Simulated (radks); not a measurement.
Q: All-electron atom: Pt II in [Xe] 4f14 5d9. Calculated with a radial shooting solver on a logarithmic mesh with Libxc functionals: Dirac Kohn-Sham, PBE, spin-unpolarised, spherical densities, point nucleus; open shells are shared between the two j in proportion to 2j + 1. Some entries of the table are withheld. Estimate them.

orbital  occ.  eigenvalue (eV)  <r> (bohr)
1s1/2       2        -78322.89     0.01714
2s1/2       2        -13754.91     0.07168
2p1/2       2        -13181.55     0.05906
2p3/2       4        -11452.31     0.06749
3s1/2       2        -3236.846      0.1865
3p1/2       2              (1)         (2)
3p3/2       4              (3)         (4)
3d3/2       4        -2172.941      0.1676
3d5/2       6        -2091.028      0.1723
4s1/2       2        -701.9511      0.4149
4p1/2       2        -593.0244         (5)
4p3/2       4        -502.4986         (6)
4d3/2       4        -324.3410      0.4617
4d5/2       6        -307.5099      0.4729
5s1/2       2        -109.7992      0.9539
4f5/2       6         -79.9865         (7)
4f7/2       8         -76.5332         (8)
5p1/2       2              (9)       1.036
5p3/2       4             (10)       1.136
5d3/2     3.6         -15.1514       1.605
5d5/2     5.4         -13.7806       1.677

A: 
(1) 3p1/2 eigenvalue (eV): -2979.947
(2) 3p1/2 <r> (bohr): 0.1768
(3) 3p3/2 eigenvalue (eV): -2599.814
(4) 3p3/2 <r> (bohr): 0.1923
(5) 4p1/2 <r> (bohr): 0.4179
(6) 4p3/2 <r> (bohr): 0.4518
(7) 4f5/2 <r> (bohr): 0.5126
(8) 4f7/2 <r> (bohr): 0.5200
(9) 5p1/2 eigenvalue (eV): -75.1437
(10) 5p3/2 eigenvalue (eV): -60.2542
